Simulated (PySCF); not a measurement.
HOSi, SMILES [SiH]=O, multiplicity 2. Geometry: PBE-D3(BJ)/def2-TZVPD. The isomer is the one that the SMILES or the coordinates give; other isomers of the formula were not compared.

Give the equilibrium geometry at PBE-D3(BJ)/def2-TZVPD (PySCF confirms it by a frequency run) as a Z-matrix, and its point group. (Estimate from the structure and the level; the computed values follow.)

point group Cs.
```
Si
O 1 1.5451
H 1 1.5441 2 117.43
```
Charge 0, spin multiplicity 2.
